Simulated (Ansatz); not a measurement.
# H2OSSi2: which of two structures lies lower

Structure I: `S=[Si]1O[SiH2]1`, a singlet. Structure II: a singlet given by its coordinates. Both are isolated molecules in the gas phase, relaxed with BLYP-D3(BJ)/def2-SVP.

I (Å):

```
atom    x (Å)   y (Å)    z (Å)
   O  -1.4592  1.9250  -0.2765
   S  -4.4122  0.4896  -1.0994
  Si  -2.7811  0.8605  -0.0710
  Si  -0.9816  1.1442   1.2342
   H  -0.9288  2.0620   2.4147
   H   0.2692  0.3283   1.1399
```

II (Å):

```xyz
6

O    -1.1215    2.1114    0.8270
S    -2.6443   -0.4692    0.6556
Si   -2.6457    1.5356    0.8346
Si   -0.0687    0.5868    0.7776
H    -3.7387    2.5235    1.0619
H    -0.0176    0.5158   -0.7686
```

Close contacts (Å): O1–Si3 1.63, O1–Si4 1.85, S2–Si3 2.01, S2–Si4 2.79, Si3–Si4 2.75, Si3–H5 1.49, Si4–H6 1.55.

Energies in hartree; the thermal terms are from BLYP-D3(BJ)/def2-SVP harmonic frequencies (ideal gas, rigid rotor, one conformer each, 298.15 K, 1 atm) and include the zero-point energy:

```
                                I            II
E, CCSD(T)/def2-TZVP  −1052.210201  −1052.208570
   zero-point energy      0.022589      0.021414
        H(298 K) − E      0.028926      0.027904
        G(298 K) − E     −0.006819     −0.008289
```

Q: Work out ΔE, ΔE₀, ΔH and ΔG for I → II in kcal/mol (1 Eh = 627.51 kcal/mol) and the equilibrium ratio [II]/[I].

A: 1. ΔE = −1052.208570 − (−1052.210201) = +0.001631 Eh = +1.02 kcal/mol.
2. ΔE₀ = ΔE + ΔZPE = +0.001631 + (−0.001175) Eh = +0.29 kcal/mol.
3. ΔH = ΔE + (−0.001022) Eh = +0.38 kcal/mol.
4. ΔG = ΔE + (−0.001470) Eh = +0.10 kcal/mol, so ΔS = (ΔH − ΔG)/T = +3.9 J/(mol K).
5. kT = 0.9442 mEh, so K = [II]/[I] = exp(−ΔG/kT) = exp(−0.17) ≈ 0.84.

The two are too close for this level to say which is favoured. An error of 1 kcal/mol in ΔG would change K by a factor of 5.4. BLYP-D3(BJ)/def2-SVP, HF/def2-TZVP gave ΔE the other sign. Mirror images and further conformers aren't counted.

Other levels gave ΔE = −2.4 (BLYP-D3(BJ)/def2-SVP); −1.3 (HF/def2-TZVP); +3.0 (MP2/def2-TZVP) kcal/mol. The correlated steps freeze 16 core orbitals. Programs: Ansatz 0.2.0.
